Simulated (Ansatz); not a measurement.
Compare A (`C=C([SiH3])OC`) with its isomer B (`CC1(O)C[SiH2]1`).

Calculated with Ansatz (gas phase, PBE0-D4/def2-TZVP geometries, no zero-point term in ΔE). CCSD(T)/CBS is the MP2 limit (def2-TZVPP, def2-QZVPP) plus CCSD(T) − MP2 in def2-TZVPP, frozen cores. DFT in def2-TZVPP. B3LYP here is the variant with VWN-RPA as its local correlation; programs differ in this. One conformer a species, not always the lowest.

Question: Which isomer does CCSD(T)/CBS put lower? Give the gap. (Best estimate.)

Answer: The calculation gave: A, by 2.8 kcal/mol.

Question: Give E(B) − E(A) in kcal/mol with ωB97M-V, B3LYP-D4, B2PLYP, PBE-D4, HF/def2-TZVPP, CCSD/def2-TZVPP, MP2/def2-TZVPP. (An estimate is asked.)

Answer: The calculation gave: ωB97M-V 2.4, B3LYP-D4 6.7, B2PLYP 5.6, PBE-D4 0.9, HF/def2-TZVPP 12.7, CCSD/def2-TZVPP 4.3, MP2/def2-TZVPP 1.1. None reverses the order clearly.

Largest T1 diagnostic: 0.013.

From PBE to PBE0 (25 % exact exchange), in def2-TZVPP and without D4, E(B) − E(A) moves by −0.8 kcal/mol. In def2-TZVPP, CCSD(T) changes the Hartree–Fock value by −8.9 kcal/mol (the triples alone add −0.4 kcal/mol) and MP2 by −11.6 kcal/mol.
